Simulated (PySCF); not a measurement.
Excitation energy of Sc by level of theory

Sc [Ar] 3d1 4s2 (2D) → Sc [Ar] 4s2 4p1 (2P), as a difference of total energies. All numbers are calculated (PySCF 2.14, no relativity, point nucleus, in def2-TZVPPD). Correlated levels: valence: [Ar] frozen; valence and next inner shell: [Ne] frozen. The calculations carry no spin-orbit coupling.

```csv
method,excitation energy (eV),difference from reference (eV)
UHF,2.995,+0.676
LDA,3.947,+1.628
PBE,3.888,+1.569
PBE0,3.655,+1.336
PBEsol,3.879,+1.560
HSE06,3.678,+1.359
MP2 (valence),2.933,+0.614
SCS-MP2 (valence),2.904,+0.585
MP2 (valence and next inner shell),2.843,+0.524
SCS-MP2 (valence and next inner shell),2.836,+0.517
```

Reference: 2.319 eV (measured; NIST levels, between the centres of gravity of the two terms).

These non-relativistic numbers lack the scalar-relativistic shift.

Errors of the correlated levels include the incompleteness of this basis and the frozen core.
